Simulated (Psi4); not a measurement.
dimethyl diselenide (C2H6Se2), singlet, geometry from GFN2-xTB; B3LYP/6-31G* run with Psi4 1.11.

The Psi4 input:
```
memory 2 GB

molecule {
0 1
C     1.96855851   -1.17613388    0.15905438
Se    0.97949753    0.50754903    0.43355029
Se   -0.95991794    0.03942388   -0.69425543
C    -2.03741298   -0.74737573    0.75775304
H     2.96496543   -1.03041597    0.56454385
H     2.02239553   -1.38660484   -0.90507308
H     1.46684649   -1.98439873    0.68384831
H    -3.03451247   -0.91244136    0.36148533
H    -2.07384495   -0.05067966    1.59012976
H    -1.59842926   -1.69148076    1.06819576
}

set {
  basis 6-31g*
}

energy('b3lyp')
print_variables()
```

### Question
Write the output that Psi4 gives for this input, abridged.

### Answer

```
   => Loading Basis Set <=

    Name: 6-31G*
    Role: ORBITAL
    Keyword: BASIS

         ---------------------------------------------------------
                                   SCF
               by Justin Turney, Rob Parrish, Andy Simmonett
                          and Daniel G. A. Smith
                              RKS Reference
         ---------------------------------------------------------

  ==> Geometry <==

    Molecular point group: c1
    Full point group: C1

    Geometry (in Angstrom), charge = 0, multiplicity = 1:

       Center              X                  Y                   Z               Mass
    ------------   -----------------  -----------------  -----------------  -----------------
         C            1.966009934920    -1.247330544702     0.192989036861    12.000000000000
         SE           0.976948954920     0.436352365298     0.467484946861    79.916521800000
         SE          -0.962466515080    -0.031772784702    -0.660320773139    79.916521800000
         C           -2.039961555080    -0.818572394702     0.791687696861    12.000000000000
         H            2.962416854920    -1.101612634702     0.598478506861     1.007825032230
         H            2.019846954920    -1.457801504702    -0.871138423139     1.007825032230
         H            1.464297914920    -2.055595394702     0.717782966861     1.007825032230
         H           -3.037061045080    -0.983638024702     0.395419986861     1.007825032230
         H           -2.076393525080    -0.121876324702     1.624064416861     1.007825032230
         H           -1.600977835080    -1.762677424702     1.102130416861     1.007825032230

  Running in c1 symmetry.

  Rotational constants: A =      0.17222  B =      0.04887  C =      0.04782 [cm^-1]
  Rotational constants: A =   5163.15187  B =   1465.17307  C =   1433.47647 [MHz]
  Nuclear repulsion =  543.933745146591377

  Charge       = 0
  Multiplicity = 1
  Electrons    = 86
  Nalpha       = 43
  Nbeta        = 43

  ==> Algorithm <==

  SCF Algorithm Type is DF.
  DIIS enabled.
  MOM disabled.
  Fractional occupation disabled.
  Guess Type is SAD.
  Energy threshold   = 1.00e-06
  Density threshold  = 1.00e-06
  Integral threshold = 1.00e-12

  ==> Primary Basis <==

  Basis Set: 6-31G*
    Blend: 6-31G*
    Number of shells: 48
    Number of basis functions: 112
    Number of Cartesian functions: 112
    Spherical Harmonics?: false
    Max angular momentum: 2

  ==> DFT Potential <==

[...]
   @DF-RKS iter   3: -4882.17586251588909   -1.57940e+00   9.17544e-04 ADIIS/DIIS
   @DF-RKS iter   4: -4882.17912473339402   -3.26222e-03   6.68964e-04 ADIIS/DIIS
   @DF-RKS iter   5: -4882.18248036832392   -3.35563e-03   1.04867e-04 ADIIS/DIIS
   @DF-RKS iter   6: -4882.18255623018376   -7.58619e-05   2.41759e-05 DIIS
   @DF-RKS iter   7: -4882.18255982302162   -3.59284e-06   4.98510e-06 DIIS
   @DF-RKS iter   8: -4882.18255999921166   -1.76190e-07   4.74206e-07 DIIS
  Energy and wave function converged.

  ==> Post-Iterations <==

   Electrons on quadrature grid:
      Ntotal   =   85.9999892314 ; deviation = -1.077e-05

    Orbital Energies [Eh]
    ---------------------

    Doubly Occupied:

[...]
      43A     -0.226371

    Virtual:

[...]
    Final Occupation by Irrep:
              A
    DOCC [    43 ]
    NA   [    43 ]
    NB   [    43 ]

  @DF-RKS Final Energy: -4882.18255999921166

   => Energetics <=

    Nuclear Repulsion Energy =            543.9337451465913773
    One-Electron Energy =               -7877.0123288413215050
    Two-Electron Energy =                2601.6172574257470842
    DFT Exchange-Correlation Energy =    -150.7212337302293577
    Empirical Dispersion Energy =           0.0000000000000000
    VV10 Nonlocal Energy =                  0.0000000000000000
    Total Energy =                      -4882.1825599992116622

Computation Completed

Properties will be evaluated at   0.000000,   0.000000,   0.000000 [a0]

Properties computed using the SCF density matrix

 Multipole Moments:

 ------------------------------------------------------------------------------------
     Multipole            Electronic (a.u.)      Nuclear  (a.u.)        Total (a.u.)
 ------------------------------------------------------------------------------------

 L = 1.  Multiply by 2.5417464519 to convert [e a0] to [Debye]
 Dipole X            :          0.3884933           -0.4141853           -0.0256920
 Dipole Y            :         10.8528992          -11.5706290           -0.7177299
 Dipole Z            :         -5.1728458            5.5149393            0.3420935
 Magnitude           :                                                    0.7955025

 ------------------------------------------------------------------------------------

  Variable Map:
  ----------------------------------------------------------------------------
[...]
  Array Variable Map:
  ----------------------------------------------------------------------------
[...]
[...]
```
